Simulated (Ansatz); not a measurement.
Geometry optimisation, Ansatz, RKS BLYP/6-31G*.

Input:

```yaml
crystal:
  periodic: [false, false, false]
  atoms:
    - { symbol: C, position_ang: [-1.3313, 0.8402, 1.3669] }
    - { symbol: Si, position_ang: [0.1444, 0.6237, 0.3986] }
    - { symbol: O, position_ang: [0.6928, -0.9195, 0.4445] }
    - { symbol: C, position_ang: [0.3005, -0.7342, -0.857] }
    - { symbol: "N", position_ang: [1.2645, -0.8008, -1.8985] }
    - { symbol: H, position_ang: [-1.7699, 1.9152, 1.2221] }
    - { symbol: H, position_ang: [-1.1874, 0.741, 2.4311] }
    - { symbol: H, position_ang: [-2.1332, 0.2097, 1.0458] }
    - { symbol: H, position_ang: [1.2936, 1.5806, 0.6031] }
    - { symbol: H, position_ang: [-0.7316, -1.1752, -1.0867] }
    - { symbol: H, position_ang: [1.3464, -1.7512, -2.1998] }
    - { symbol: H, position_ang: [2.1883, -0.5847, -1.4362] }
basis:
  gaussian: { orbitals: "6-31G*" }
hamiltonian:
  xc: blyp
relax:
  f_tol: 0.02
  max_steps: 50
```

Launched with:

```bash
$ ansatz run input.yaml --threads 2 --pin off --max-ram 3072MiB --backend cpu --events-out ev --progress --plain --runs-dir out
```

Task: Where does it end, and by what steps?

Result: The forces met the threshold. After 8 steps the energy has fallen by 0.824 eV; H12 moved furthest, 0.45 Å.

```tsv
step	energy less start (eV)	largest force component (eV/Å)	accepted
0	0.0000	3.444	yes
1	-0.5406	1.781	yes
2	-0.7628	0.633	yes
3	-0.5055	2.286	no
4	-0.8004	0.325	yes
5	-0.8080	0.228	yes
6	-0.8218	0.072	yes
7	-0.8230	0.115	yes
8	-0.8236	0.013	yes
```

```xyz
12
Properties=species:S:1:pos:R:3
C -1.385 0.956 1.405
Si 0.187 0.403 0.521
O 0.650 -1.221 0.549
C 0.246 -0.745 -0.922
N 1.244 -0.788 -1.926
H -1.663 1.981 1.105
H -1.240 0.956 2.500
H -2.226 0.283 1.172
H 1.282 1.420 0.657
H -0.643 -1.319 -1.214
H 1.553 -1.749 -2.124
H 2.071 -0.231 -1.689
```

Whether the end is a true minimum wasn't checked by a vibrational analysis.

The run took 17 s on 2 threads of Arm Neoverse V2 (shared host), peak memory 0.15 GiB.
